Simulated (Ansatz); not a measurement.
C₄F₅ (SMILES FC(F)=[C]C(F)=C(F)F), doublet, geometry from GFN2-xTB. Base run: Ansatz (a first-principles code) with PBE0/3-21G.

Input for Ansatz:
Ansatz 0.2 input:
```yaml
crystal:
  periodic: [false, false, false]
  atoms:
    - {symbol: F, position_ang: [2.75303862, 0.84141409, 0.27355721]}
    - {symbol: C, position_ang: [1.86621234, -0.12970003, 0.44673461]}
    - {symbol: F, position_ang: [2.38997822, -1.05521826, 1.23957711]}
    - {symbol: C, position_ang: [0.66828368, -0.14622884, -0.03593613]}
    - {symbol: C, position_ang: [-0.54593179, -0.20717033, -0.61192545]}
    - {symbol: F, position_ang: [-0.67920932, -0.79433365, -1.81482069]}
    - {symbol: C, position_ang: [-1.71329410, 0.29617516, -0.06241471]}
    - {symbol: F, position_ang: [-2.89647638, 0.23277077, -0.63157634]}
    - {symbol: F, position_ang: [-1.75084455, 0.89998307, 1.10895717]}
basis:
  gaussian:
    orbitals: 3-21G.json
hamiltonian:
  xc: pbe0
magnetization: {spin_polarized: true, initial_magnetization: 1}
```
The basis file holds 3-21G in the JSON format of the Basis Set Exchange.

Variants of this job, named by their change:

```json
[
 {"change": "base", "ΔE vs base (mEh)": "0.000"},
 {"change": "occupation = up:A':26 A'':9 down:A':25 A'':9", "ΔE vs base (mEh)": "156.2"},
 {"change": "occupation = up:A':25 A'':10 down:A':25 A'':9", "ΔE vs base (mEh)": "0.000"},
 {"change": "occupation = up:A':24 A'':11 down:A':25 A'':9", "ΔE vs base (mEh)": "248.4"},
 {"change": "symmetry_tolerance_ang = 0.01", "ΔE vs base (mEh)": "0.000"}
]
```
